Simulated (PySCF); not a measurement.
**Fractional electron number in Si²⁺ (silicon, charge +2)**

The 3s beta orbital of [Ne] 3s2 is emptied in steps (occupation f), with all orbitals relaxed, ending at [Ne] 3s1. Computed with PySCF 2.14 in def2-SVP, with the non-relativistic Hamiltonian (point nucleus). The exact energy is a straight line in f; departures are measured from the line between the end points of the same method.

**Question.** Among UHF, LDA, PBE, PBE0, r2SCAN, LC-wPBE, BHandHLYP, BLYP, HSE06, which shows the largest delocalisation error (convex curve), and which is closest to linear?

**Answer.** Most convex: BLYP (-1.214 eV at f = 0.4); closest to linear: UHF (0.032 eV).

```csv
f,UHF (eV),LDA (eV),PBE (eV),PBE0 (eV),r2SCAN (eV),LC-wPBE (eV),BHandHLYP (eV),BLYP (eV),HSE06 (eV)
1,0.000,0.000,0.000,0.000,0.000,0.000,0.000,0.000,0.000
0.8,0.023,-0.783,-0.786,-0.582,-0.671,-0.121,-0.422,-0.808,-0.643
0.6,0.034,-1.165,-1.176,-0.870,-0.982,-0.185,-0.642,-1.213,-0.960
0.4,0.032,-1.152,-1.172,-0.867,-0.943,-0.196,-0.654,-1.214,-0.958
0.2,0.021,-0.756,-0.775,-0.572,-0.596,-0.143,-0.449,-0.810,-0.636
0,0.000,0.000,0.000,0.000,0.000,0.000,0.000,0.000,0.000
```

```
   method  E(f=0) − E(f=1) (eV)  −ε at f=1 (eV)  −ε at f=0.4 (eV)
      UHF                31.913          32.066            31.880
      LDA                33.515          28.592            34.550
      PBE                33.388          28.468            34.389
     PBE0                33.245          29.596            33.988
   r2SCAN                32.857          28.582            33.869
  LC-wPBE                33.250          32.492            33.332
BHandHLYP                33.281          30.665            33.749
     BLYP                33.478          28.427            34.480
    HSE06                33.253          29.217            34.055
```

Reference removal energy between the ground levels: 33.493 eV (measured; NIST Atomic Spectra Database, ionization energies). UHF lacks correlation.
